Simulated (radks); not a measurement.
The numbers below are computed, except where a source is named.
Eu+, 62 electrons, occupied as [Xe] 4f7 5d1 (not the ground configuration).

Level of theory: scalar-relativistic Kohn-Sham, r2SCAN, spin-polarised, spherical densities, finite nucleus; open shells are filled with parallel spins first (spin-orbit coupling, left out, can overturn this in heavy ions); meta-GGA in the generalised Kohn-Sham scheme; Fermi nuclear charge, rms radius 5.1115 fm (a radial shooting solver on a logarithmic mesh with Libxc functionals).

Energy parts (eV):
total: -295096.18
kinetic: 316121.04
electron-nucleus: -719042.92
Hartree: 114436.27
exchange-correlation: -6610.58

Orbitals (lengths in bohr, moments of r in powers of bohr; <r^-3> diverges for s and p1/2; r(max) is where P^2 peaks; r(90%) holds 90 % of the orbital's charge):
| orbital | occ. | eigenvalue (eV) | <r^-3> | <r^2> | r(max) | r(90%) |
|---|---|---|---|---|---|---|
| 1s up | 1 | -48440.01 | - | 0.0006795 | 0.01420 | 0.0404 |
| 1s down | 1 | -48440.01 | - | 0.0006795 | 0.01420 | 0.0404 |
| 2s up | 1 | -7977.983 | - | 0.01068 | 0.08051 | 0.147 |
| 2s down | 1 | -7977.971 | - | 0.01068 | 0.08051 | 0.147 |
| 2p up | 3 | -7105.153 | 10780 | 0.008594 | 0.06513 | 0.137 |
| 2p down | 3 | -7105.134 | 10780 | 0.008594 | 0.06513 | 0.137 |
| 3s up | 1 | -1766.918 | - | 0.07101 | 0.2286 | 0.366 |
| 3s down | 1 | -1764.023 | - | 0.07087 | 0.2285 | 0.365 |
| 3p up | 3 | -1493.827 | 2252 | 0.07124 | 0.2243 | 0.371 |
| 3p down | 3 | -1490.925 | 2258 | 0.07106 | 0.2242 | 0.370 |
| 3d up | 5 | -1128.451 | 303.4 | 0.06013 | 0.1841 | 0.352 |
| 3d down | 5 | -1126.176 | 304.4 | 0.05991 | 0.1839 | 0.352 |
| 4s up | 1 | -360.0418 | - | 0.3621 | 0.5277 | 0.813 |
| 4s down | 1 | -352.7894 | - | 0.3619 | 0.5274 | 0.813 |
| 4p up | 3 | -269.8083 | 493.6 | 0.4090 | 0.5508 | 0.872 |
| 4p down | 3 | -262.4901 | 493.2 | 0.4088 | 0.5502 | 0.871 |
| 4d up | 5 | -143.6160 | 55.58 | 0.4973 | 0.5739 | 0.983 |
| 4d down | 5 | -136.1912 | 55.47 | 0.4991 | 0.5732 | 0.985 |
| 5s up | 1 | -51.4650 | - | 2.142 | 1.231 | 1.99 |
| 5s down | 1 | -47.4195 | - | 2.257 | 1.251 | 2.05 |
| 5p up | 3 | -29.8984 | 64.98 | 2.990 | 1.399 | 2.39 |
| 5p down | 3 | -26.8029 | 58.84 | 3.162 | 1.428 | 2.46 |
| 4f up | 7 | -8.6116 | 6.903 | 1.237 | 0.5927 | 1.66 |
| 5d up | 1 | -6.1587 | 2.547 | 10.12 | 2.073 | 4.67 |

The highest occupied level is 5d up at -6.159 eV. The spin density at the nucleus is 5.35 e/bohr^3 (1s 0.03, 2s -0.54, 3s -16.72, 4s 1.22, 5s 21.36). Spin moment in Bohr magnetons: 8. Summed over all electrons, <r^2> = 51.03 bohr^2, which gives a Langevin (diamagnetic) susceptibility term of -40.4 x 10^-6 cm^3/mol. The density falls to 0.001 e/bohr^3 at r = 4.02 bohr.
